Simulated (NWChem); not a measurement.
System: CH₃BBr₂; SMILES CB(Br)Br

NWChem input:

```
start job
memory heap 200 mb stack 900 mb global 1100 mb
geometry units angstroms noautosym nocenter noautoz
  B     -0.645697     0.012327    -0.021042
  Br     0.368849     1.637139    -0.204844
  Br     0.321361    -1.633910     0.219365
  C     -2.207746     0.035750    -0.015354
  H     -2.652408    -0.918313    -0.359108
  H     -2.626240     0.882748    -0.592926
  H     -2.535236     0.177595     1.040540
end
basis spherical
  * library sto-3g
end
dft
  xc b3lyp
  iterations 150
end
property
  response 1 0.0773
end
task dft property
```

STO-3G and 3-21G are far too small for this property and stand as cheap habits. Coordinates come from a PBE-D3(BJ)/def2-SVP optimisation.

Field at 589 nm.

Q: Predict the main results of this run. (B3LYP/STO-3G.) Quantities: isotropic polarisability (bohr³); anisotropy (bohr³).

A: 
```
Item                              Result
--------------------------------  ------
isotropic polarisability (bohr³)    25.9
anisotropy (bohr³)                  27.7
```
